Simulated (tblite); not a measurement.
CH₁₃B₃Si₃.
Numbering: `[BH2:1][BH:2][Si@H:3]([BH2:4])[CH2:5][SiH2:6][SiH3:7]` (hydrogens: H8, H9 on B1; H10 on B2; H11 on Si3; H12, H13 on B4; H14, H15 on C5; H16, H17 on Si6; H18, H19, H20 on Si7)

Computed with GFN2-xTB (tblite), gas phase: L-BFGS steps from a force-field or distance-geometry start until the largest atomic force falls under 0.01 eV/Å.

Step 84: E = -477.6112 eV
```
atom  x, y, z in Å  |  force x, y, z in eV/Å
B1      2.8478    1.0367    0.4619    0.006  -0.005  -0.011
B2      2.0452    0.0219    1.3890   -0.040  -0.010   0.002
Si3     0.6605   -1.1001    0.5239    0.002   0.022  -0.004
B4      1.2915   -2.6763   -0.4701    0.006  -0.004  -0.014
C5     -0.2998   -0.0810   -0.8162    0.023  -0.034   0.004
Si6    -1.3069    1.3964   -0.1674   -0.007  -0.052   0.012
Si7    -3.0614    0.7456    1.1826   -0.032  -0.014   0.040
H8      2.5295    2.1535    0.2698    0.005  -0.020   0.010
H9      3.7888    0.6991   -0.1604    0.016   0.017  -0.011
H10     2.2015   -0.1910    2.5324    0.014  -0.009  -0.002
H11    -0.4247   -1.4529    1.4934   -0.008  -0.001  -0.010
H12     0.5494   -3.5314   -0.7697    0.038  -0.005   0.023
H13     2.3936   -2.7800   -0.8569   -0.048   0.020   0.000
H14     0.4234    0.2786   -1.5506    0.002  -0.002   0.015
H15    -0.9642   -0.7554   -1.3593   -0.011   0.018   0.012
H16    -1.7840    2.1473   -1.3431   -0.012   0.037  -0.034
H17    -0.3733    2.2999    0.5230   -0.003   0.016   0.005
H18    -3.9353    1.8790    1.5172    0.009  -0.025  -0.016
H19    -3.9450   -0.2647    0.5835    0.036   0.035  -0.007
H20    -2.6417    0.1855    2.4718    0.004   0.016  -0.015
```

Step 85: E = -477.6118 eV
```
atom  x, y, z in Å  |  force x, y, z in eV/Å
B1      2.8477    1.0368    0.4640   -0.004   0.002  -0.032
B2      2.0442    0.0202    1.3884   -0.045  -0.013   0.010
Si3     0.6555   -1.1003    0.5248    0.033   0.042  -0.004
B4      1.2892   -2.6730   -0.4703    0.004  -0.012   0.002
C5     -0.3008   -0.0817   -0.8180    0.025  -0.031   0.012
Si6    -1.3053    1.3959   -0.1680   -0.021  -0.032   0.013
Si7    -3.0599    0.7439    1.1821   -0.025  -0.011   0.030
H8      2.5298    2.1532    0.2674    0.002  -0.022   0.025
H9      3.7888    0.7010   -0.1589    0.021   0.006  -0.008
H10     2.2045   -0.1957    2.5311    0.009  -0.008  -0.009
H11    -0.4304   -1.4500    1.4930   -0.015  -0.005  -0.002
H12     0.5530   -3.5357   -0.7604    0.030  -0.013   0.014
H13     2.3897   -2.7687   -0.8615   -0.033   0.017  -0.013
H14     0.4230    0.2785   -1.5512    0.009  -0.007   0.010
H15    -0.9653   -0.7555   -1.3613   -0.014   0.017   0.007
H16    -1.7797    2.1481   -1.3449   -0.010   0.033  -0.020
H17    -0.3717    2.2979    0.5260   -0.010   0.008  -0.004
H18    -3.9323    1.8785    1.5141    0.001  -0.019  -0.013
H19    -3.9436   -0.2680    0.5866    0.033   0.034  -0.013
H20    -2.6415    0.1852    2.4718    0.009   0.015  -0.007
```

Task: Estimate the geometry and energy of step 86. (The exact step hangs on the optimiser's Hessian estimate; all steps are aligned on step 85, rigid shifts and turns removed.)

Result: E = -477.6124 eV, largest force 0.061 eV/Å
```
atom  x, y, z in Å  |  force x, y, z in eV/Å
B1      2.8434    1.0387    0.4656   -0.013   0.001  -0.043
B2      2.0411    0.0196    1.3893   -0.031  -0.004   0.016
Si3     0.6532   -1.1023    0.5266    0.045   0.041   0.000
B4      1.2835   -2.6726   -0.4723    0.016  -0.022   0.011
C5     -0.2980   -0.0837   -0.8186    0.013  -0.012   0.014
Si6    -1.3004    1.3942   -0.1674   -0.030   0.001   0.004
Si7    -3.0559    0.7418    1.1818   -0.004  -0.002   0.012
H8      2.5194    2.1522    0.2619    0.000  -0.022   0.037
H9      3.7883    0.7090   -0.1546    0.024  -0.005  -0.005
H10     2.2034   -0.1942    2.5326    0.003  -0.007  -0.017
H11    -0.4344   -1.4484    1.4938   -0.017  -0.006   0.000
H12     0.5508   -3.5429   -0.7476    0.031  -0.013   0.009
H13     2.3797   -2.7601   -0.8773   -0.038   0.015  -0.017
H14     0.4270    0.2777   -1.5496    0.015  -0.013   0.004
H15    -0.9637   -0.7547   -1.3633   -0.011   0.009   0.002
H16    -1.7717    2.1499   -1.3457   -0.003   0.018   0.005
H17    -0.3672    2.2953    0.5305   -0.021  -0.004  -0.014
H18    -3.9277    1.8766    1.5089   -0.013  -0.005  -0.006
H19    -3.9369   -0.2717    0.5882    0.019   0.020  -0.023
H20    -2.6391    0.1861    2.4721    0.015   0.010   0.011
```

The energy changes by -0.0006 eV. The first-order estimate −F·Δx gives -0.0008 eV and the mean of the old and new forces, exact on a quadratic surface, -0.0006 eV. The step makes an angle of 81° with the force vector and moves no atom by more than 0.021 Å.

The cost below is that of the whole relaxation. On an Arm Neoverse V2 with one thread, shared host with 32 logical CPUs at a one-minute load of 22, this took 1.5 s.
